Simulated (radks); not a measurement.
Removal energies from the nickel ion Ni13+, [Ne] 3s2 3p3, by Delta-SCF beside the eigenvalue of the level emptied. Method: scalar-relativistic Kohn-Sham, BLYP, spin-polarised, spherical densities, finite nucleus; Fermi nuclear charge, rms radius of each element as measured or else 0.836 A^(1/3) + 0.57 fm; computed with a radial shooting solver on a logarithmic mesh with Libxc functionals. Open shells are filled with parallel spins first.

removed from	final configuration	Delta-SCF (eV)	-eigenvalue (eV)
3p	[Ne] 3s2 3p2	427.26	410.03
3s	[Ne] 3s1 3p3	457.02	441.50
2p	[He] 2s2 2p5 3s2 3p3	1294.7	1248.3
2s	[He] 2s1 2p6 3s2 3p3	1424.1	1383.6
